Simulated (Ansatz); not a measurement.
Total energies of the cluster CuBr₂⁻ from Ansatz at r2SCAN-D4/def2-TZVPD, gas phase (1 Eh = 27.2114 eV = 2625.5 kJ/mol). The reference geometry is relaxed at PBE-D4/def2-TZVPD.

```xyz
3

Cu    0.0003   -0.0005   -0.0011
Br    0.4053    2.0828   -0.8040
Br   -0.4055   -2.0822    0.8051
```

```tsv
state	geometry	energy (Eh)
charge -1 singlet	reference	-6789.02601
charge 0 doublet	reference	-6788.87793
charge -1 triplet	relaxed at PBE-D4/def2-TZVPD	-6788.91585
```

Task: Work out the vertical ionisation energy to the doublet.

Result: E(charge 0 doublet) − E(charge -1 singlet) = -6788.87793 − (-6789.02601) = 0.14808 Eh = 4.03 eV. For comparison, −ε of the highest occupied level is 1.00 eV at this level, 3.03 eV less.

Task: Which of the charge -1 states is lowest, and how far above it are the others?

Result: The singlet. triplet: -6788.91585 − (-6789.02601) = 0.11016 Eh = 289.2 kJ/mol.

At r2SCAN-D4/def2-TZVPD the highest occupied level of the charge -1 triplet lies above zero (up to 0.40 eV). It is a level of α spin, whose loss leaves a doublet; that state wasn't run at this geometry and level. The electron is either unbound and held by the finite basis, or the level is raised by self-interaction error.  The quintet lies 8.27 eV above the singlet at this level but is left out (at the level of its geometry, an occupied level 0.04 eV above an empty one).

The structure comes from a short search, and lower isomers may exist.
